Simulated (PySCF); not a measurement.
## Bond length, frequency and bond energy of BAs⁻ by level of theory

State: ²Σ⁺ (doublet), unpaired electrons σ ↑. Set-up: PySCF, spin-free X2C with a Gaussian nucleus, basis sets B aug-cc-pVDZ-DK, As aug-cc-pVDZ-DK. De refers to B + As⁻ in their high-spin ground configurations, without counterpoise correction. The functionals are run spin-unrestricted. A positive dipole points towards As; it is taken about the centre of mass and depends on that origin. Levels whose curve was spin-contaminated or gave no clean fit are not listed.

| Level | Re (Å) | ωe (cm⁻¹) | De (eV) | μ (D) |
| --- | --- | --- | --- | --- |
| ROHF-MP2 | 1.832 | 852 | n/a | n/a |
| ROHF-SCS-MP2 | 1.832 | 848 | n/a | n/a |
| PBE | 1.822 | 846 | 5.07 | 2.60 |
| PBEsol | 1.815 | 858 | 5.36 | 2.57 |
| r²SCAN | 1.806 | 882 | 4.95 | 2.28 |
| PBE0 | 1.805 | 885 | 4.78 | 2.35 |
| r²SCAN0 | 1.796 | 904 | 4.68 | 2.13 |
| M06-2X | 1.798 | 904 | 4.44 | 2.02 |
| LC-ωPBE | 1.778 | 939 | 4.45 | 2.13 |

The bond length runs from 1.778 Å (LC-ωPBE) to 1.832 Å (ROHF-SCS-MP2). De spans 4.44 eV (M06-2X, hybrid meta-GGA) to 5.36 eV (PBEsol, GGA).

Correlated steps freeze 10 core orbitals. Spin–orbit coupling is left out. For an ion De counts to the pair picked by the measured ionisation energies or electron affinities, which need not be the lowest pair at this level. The highest Kohn–Sham level is positive in this anion. Much of that is self-interaction error, but it also means that the finite basis helps to hold the extra electron. The state is the lowest determinant that a PBE0 search found; another state may lie lower at other levels.
